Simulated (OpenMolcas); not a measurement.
Pd5+ among 6 point charges of -1.7 e arranged as a tetragonal octahedron (D4h), 1.92 Å from the ion, with the axial distance 1.747 Å.
```
   1.9200    0.0000    0.0000  -1.70
   0.0000    1.9200    0.0000  -1.70
  -1.9200    0.0000    0.0000  -1.70
   0.0000   -1.9200    0.0000  -1.70
   0.0000    0.0000    1.7472  -1.70
   0.0000    0.0000   -1.7472  -1.70
```

| Quantity | Value |
| --- | --- |
| Program | OpenMolcas |
| Method | SS-CASPT2, IPEA 0.25 Eh, imaginary shift 0.1 Eh (closed shells correlated: 4s 4p) |
| Basis | ANO-RCC-VDZP [6s5p3d1f] |
| Scalar Hamiltonian | DKH2, point nucleus |
| Active space | 5 electrons in 5 orbitals (4d) |
| State averaging | 2S+1 = 6 even, 1 root; 2S+1 = 4 even, 24 roots; 2S+1 = 2 even, 75 roots |
| Spin-orbit coupling | RASSI with atomic mean-field integrals over the reference wave functions |

(1) What is the spin-free ground state (labels of D4, the rotations of D4h)?

(2) What are the lowest two levels with spin-orbit coupling?

(3) What is χT at 300 K, and how does it compare with the textbook value?

Results:

(1) 6A1, 1-fold in its orbital part, 100 % from free-ion S terms; it has the highest spin that d5 allows.

(2) A 2-fold level E3/2 with g = 0.11, 0.11, 9.97, then a 2-fold level E3/2 12 cm-1 above it. Their leading multiplicities are 6 (98 %) and 6 (98 %).

(3) The lowest level has 2S+1 = 6, for which the spin-only value is χT = S(S+1) / 2 = 4.375 cm3 K/mol (g = 2). The computed 4.355 at 300 K differs by -0.020, through a little spin-orbit mixing out of the ground term, against the free-electron g of 2.0023, which raises it.

Point charges give a weaker field than real ligands, and real ions of this kind are as a rule low spin; the high spin found here belongs to the model. Free-ion shares, where given, are those of the reference states; single-state CASPT2 does not remix them. Point charges carry no covalency, so the field is a model and not that of real ligands. No measured value stands beside these numbers.
